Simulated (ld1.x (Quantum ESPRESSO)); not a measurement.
Te (Z = 52): TM semilocal pseudisation with PW91, scalar-relativistic reference atom.

ld1.x (Quantum ESPRESSO) 7.5 was run on this input:

```
&input
   title='Te', zed=52., rel=1, dft='PW91', iswitch=3,
   config='[Kr] 4d10 5s1.5 5p4.5',
   nld=3, rlderiv=1.40, eminld=-5.0, emaxld=5.0, deld=0.02
 /
 &inputp
   pseudotype=1, tm=.true., lloc=1,
   nlcc=.true., rcore=0.75,
   file_pseudopw='Te.pp', file_wfcaegen='ae.wfc', file_wfcncgen='nc.wfc'
 /
3
5S  1  0   1.50   0.00  1.30  1.30  0.0
4D  3  2  10.00   0.00  1.30  1.30  0.0
5P  2  1   4.50   0.00  0.85  0.85  0.0
 &test
   configts(1)='4d10 5s1.5 5p4.5'
 /
```

Command:

```bash
ld1.x < Te.in > Te.out
```

Resulting log (shortened: banner, matrices, multipoles, cross overlaps and the repeated all-electron block are left out):

```
[... start of the log left out ...]

     Message from routine run_pseudo:
     Warning: convergence not achieved
     Computing logarithmic derivative in   1.40850
     Computing the partial wave expansion
     R is outside the sphere for l=    0 j= 0.00
       no projector for channel:   1
     R is outside the sphere for l=    2 j= 0.00

     ---------------------- Testing the pseudopotential ----------------------

     Te
     scalar relativistic calculation

     atomic number is 52.00   valence charge is 16.00
     dft =PW91   lsd =0 sic =0 latt =0  beta=0.20 tr2=1.0E-14
     mesh =1245 r(mesh) =  99.36066 xmin = -7.00 dx = 0.01250

     n l     nl             e AE (Ry)        e PS (Ry)    De AE-PS (Ry)
     3 2     4D   1(10.00)       -3.11443       -0.00000       -3.11443  !
     1 0     5S   1( 1.50)       -1.14390       -0.00000       -1.14390  !
     2 1     5P   1( 4.50)       -0.46164       -0.00000       -0.46164  !

     eps = 1.3E+02  iter =201

     Etot =  -13590.554658 Ry,   -6795.277329 Ha, -184908.916053 eV
     Etotps =  -164.281803 Ry,     -82.140901 Ha,   -2235.167792 eV

     Ekin =      64.921982 Ry,      32.460991 Ha,     883.308569 eV
     Encl =    -338.845423 Ry,    -169.422711 Ha,   -4610.226837 eV
     Ehrt =     146.681509 Ry,      73.340755 Ha,    1995.703604 eV
     Ecxc =     -48.398018 Ry,     -24.199009 Ha,    -658.488576 eV
     (Ecc =     -21.579014 Ry,     -10.789507 Ha,    -293.597442 eV)
     Epseu=      11.358146 Ry,       5.679073 Ha,     154.535448 eV

     ---------------------- End of pseudopotential test ----------------------
```

The run took about 1.4 s on one core of a shared server CPU.
